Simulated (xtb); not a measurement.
Ru(O)2(OH)4 (H₄O₆Ru), SMILES [OH][Ru]([OH])([OH])([OH])(=[O])=[O], multiplicity 1. All values are semi-empirical tight-binding results from xtb (GFN2-xTB unless named), good for trends rather than for accurate numbers. Geometry optimised at GFN2-xTB. The multiplicity is an assumed one; other spin states were not compared. Other conformers were not sampled.

Optimised geometry:

Bond lengths (Å): Ru1–O2 1.617, Ru1–O3 1.622, Ru1–O4 1.973, Ru1–O6 1.941, Ru1–O8 1.897, Ru1–O10 1.850, O4–H5 0.969, O6–H7 0.968, O8–H9 0.967, O10–H11 0.967. Angles (°): O2–Ru1–O3 101.4, O2–Ru1–O4 104.0, O2–Ru1–O6 84.3, O2–Ru1–O8 91.2, O2–Ru1–O10 162.4, O3–Ru1–O4 80.4, O3–Ru1–O6 115.0, O3–Ru1–O8 156.2, O3–Ru1–O10 88.1, O4–Ru1–O6 161.2, O4–Ru1–O8 77.0, O4–Ru1–O10 92.1, O6–Ru1–O8 86.1, O6–Ru1–O10 78.2, O8–Ru1–O10 85.6, Ru1–O4–H5 113.1, Ru1–O6–H7 114.4, Ru1–O8–H9 119.7, Ru1–O10–H11 123.7.

For metal compounds this method's bond lengths and energies can be far off.

```
Quantity                                       Value
-------------------------------------  -------------
orbital gap                                  1.93 eV
zero-point energy                      35.1 kcal/mol
G − E(el) at 298.15 K (modified RRHO)  13.7 kcal/mol
```

Computed atomic charges and the Wiberg bond orders between heavy atoms:
charges (e) Ru1 0.78, O2 -0.28, O3 -0.27, O4 -0.42, H5 0.35, O6 -0.42, H7 0.35, O8 -0.43, H9 0.37, O10 -0.41, H11 0.37. Bond orders Ru1–O2 1.88, Ru1–O3 1.84, Ru1–O4 0.98, Ru1–O6 1.00, Ru1–O8 1.02, Ru1–O10 1.07.
